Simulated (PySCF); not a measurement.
## Co²⁺ (cobalt, charge +2) across methods

[Ar] 3d7, high-spin 4F determinant. All numbers are calculated (PySCF 2.14, the spin-free X2C one-electron Hamiltonian (Gaussian nucleus), in aug-cc-pwCVTZ-DK with one added diffuse shell each of s, p, d, f, g type (11s10p8d5f4g, 152 functions)).

```
method  E (hartree)  mean ε 3p β (eV)  mean ε 3d α (eV)  mean ε 3d β (eV)  Σ⟨r²⟩ (bohr²)   ⟨S²⟩
   UHF  -1391.05665           -96.610           -38.050           -34.406          15.56  3.754
  PBE0    -1392.100           -86.361           -30.889           -28.248          15.90  3.752
   LDA    -1389.631           -82.704           -28.575           -25.943          16.11  3.751
   PBE    -1392.073           -82.519           -28.271           -25.907          16.09  3.751
r2SCAN    -1392.291           -83.542           -28.580           -26.112          15.91  3.752
```
